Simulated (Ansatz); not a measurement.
Born–Oppenheimer molecular dynamics of AlH4OSSi (8 atoms, charge 1, multiplicity 1). It starts from a relaxed structure.

These are results of RKS revPBE-D4/def2-SVP in Ansatz 0.2.0, not measurements.

| Property | Result |
| --- | --- |
| ensemble | NVE (velocity Verlet) |
| time step | 0.25 fs |
| steps asked | 166 |
| starting velocities drawn for | 200 K |
| masses | H 2.014 u |
| seed | 486041 |

First frame:

```xyz
8
Properties=species:S:1:pos:R:3
Si -0.608 0.430 1.781
O -0.343 0.060 0.263
Al -0.206 -0.369 -1.511
S 1.824 -0.534 -2.253
H -0.730 1.864 2.161
H -0.710 -0.667 2.782
H -1.620 -0.542 -2.177
H 2.392 -0.242 -1.047
```

Problem. What does the run give?

Solution. All steps were run.

```yaml
steps_done: 166
time_covered: 41.5 fs
mean_temperature_over_the_second_half: 93 K
spread_of_the_potential_energy_over_the_second_half: 2.8 meV per atom
mean_potential_energy_of_the_second_half_above_the_start: 10.4 meV per atom
```

The conserved energy stayed within 0.0062 meV per atom of its start (net change 0.0025 meV per atom), so the integration is sound. A run of 0.042 ps of so small a system gives no equilibrium averages.

Problem. What happens to the structure?

Solution. The same pairs are bonded in the first frame and the last. Pairs count as bonded within 1.25 times the sum of covalent radii (0.12 Å more for H–H). This is one draw of velocities; another would differ in detail.

Problem. How do temperature and energy run in time?

Solution. 
```json
{"time (fs)": "0", "T (K)": "200", "potential energy less start (eV)": "0.000", "conserved less start (meV/atom)": "0.00"}
{"time (fs)": "1.25", "T (K)": "193", "potential energy less start (eV)": "0.005", "conserved less start (meV/atom)": "0.00"}
{"time (fs)": "2.5", "T (K)": "175", "potential energy less start (eV)": "0.019", "conserved less start (meV/atom)": "0.00"}
{"time (fs)": "3.75", "T (K)": "152", "potential energy less start (eV)": "0.037", "conserved less start (meV/atom)": "0.00"}
{"time (fs)": "5", "T (K)": "131", "potential energy less start (eV)": "0.054", "conserved less start (meV/atom)": "0.00"}
{"time (fs)": "6.25", "T (K)": "115", "potential energy less start (eV)": "0.066", "conserved less start (meV/atom)": "0.00"}
{"time (fs)": "7.5", "T (K)": "103", "potential energy less start (eV)": "0.075", "conserved less start (meV/atom)": "0.00"}
{"time (fs)": "8.75", "T (K)": "91", "potential energy less start (eV)": "0.085", "conserved less start (meV/atom)": "0.00"}
{"time (fs)": "10", "T (K)": "76", "potential energy less start (eV)": "0.096", "conserved less start (meV/atom)": "0.00"}
{"time (fs)": "11.25", "T (K)": "58", "potential energy less start (eV)": "0.110", "conserved less start (meV/atom)": "0.00"}
{"time (fs)": "12.5", "T (K)": "42", "potential energy less start (eV)": "0.122", "conserved less start (meV/atom)": "0.00"}
{"time (fs)": "13.75", "T (K)": "32", "potential energy less start (eV)": "0.130", "conserved less start (meV/atom)": "0.01"}
{"time (fs)": "15", "T (K)": "32", "potential energy less start (eV)": "0.130", "conserved less start (meV/atom)": "0.01"}
{"time (fs)": "16.25", "T (K)": "42", "potential energy less start (eV)": "0.122", "conserved less start (meV/atom)": "0.01"}
{"time (fs)": "17.5", "T (K)": "61", "potential energy less start (eV)": "0.108", "conserved less start (meV/atom)": "0.00"}
{"time (fs)": "18.75", "T (K)": "83", "potential energy less start (eV)": "0.091", "conserved less start (meV/atom)": "0.00"}
{"time (fs)": "20", "T (K)": "102", "potential energy less start (eV)": "0.076", "conserved less start (meV/atom)": "0.00"}
{"time (fs)": "21.25", "T (K)": "115", "potential energy less start (eV)": "0.066", "conserved less start (meV/atom)": "0.00"}
{"time (fs)": "22.5", "T (K)": "121", "potential energy less start (eV)": "0.061", "conserved less start (meV/atom)": "0.00"}
{"time (fs)": "23.75", "T (K)": "121", "potential energy less start (eV)": "0.061", "conserved less start (meV/atom)": "0.00"}
{"time (fs)": "25", "T (K)": "121", "potential energy less start (eV)": "0.061", "conserved less start (meV/atom)": "0.00"}
{"time (fs)": "26.25", "T (K)": "122", "potential energy less start (eV)": "0.060", "conserved less start (meV/atom)": "0.00"}
{"time (fs)": "27.5", "T (K)": "123", "potential energy less start (eV)": "0.059", "conserved less start (meV/atom)": "0.00"}
{"time (fs)": "28.75", "T (K)": "121", "potential energy less start (eV)": "0.061", "conserved less start (meV/atom)": "0.00"}
{"time (fs)": "30", "T (K)": "112", "potential energy less start (eV)": "0.068", "conserved less start (meV/atom)": "0.00"}
{"time (fs)": "31.25", "T (K)": "97", "potential energy less start (eV)": "0.080", "conserved less start (meV/atom)": "0.00"}
{"time (fs)": "32.5", "T (K)": "78", "potential energy less start (eV)": "0.095", "conserved less start (meV/atom)": "0.00"}
{"time (fs)": "33.75", "T (K)": "60", "potential energy less start (eV)": "0.108", "conserved less start (meV/atom)": "0.00"}
{"time (fs)": "35", "T (K)": "48", "potential energy less start (eV)": "0.118", "conserved less start (meV/atom)": "0.01"}
{"time (fs)": "36.25", "T (K)": "45", "potential energy less start (eV)": "0.120", "conserved less start (meV/atom)": "0.01"}
{"time (fs)": "37.5", "T (K)": "52", "potential energy less start (eV)": "0.115", "conserved less start (meV/atom)": "0.00"}
{"time (fs)": "38.75", "T (K)": "65", "potential energy less start (eV)": "0.105", "conserved less start (meV/atom)": "0.00"}
{"time (fs)": "40", "T (K)": "81", "potential energy less start (eV)": "0.093", "conserved less start (meV/atom)": "0.00"}
{"time (fs)": "41.25", "T (K)": "96", "potential energy less start (eV)": "0.081", "conserved less start (meV/atom)": "0.00"}
```

Run time: 5.6 min on 2 threads of Arm Neoverse N1, with other jobs on the host, peak memory 0.13 GiB.
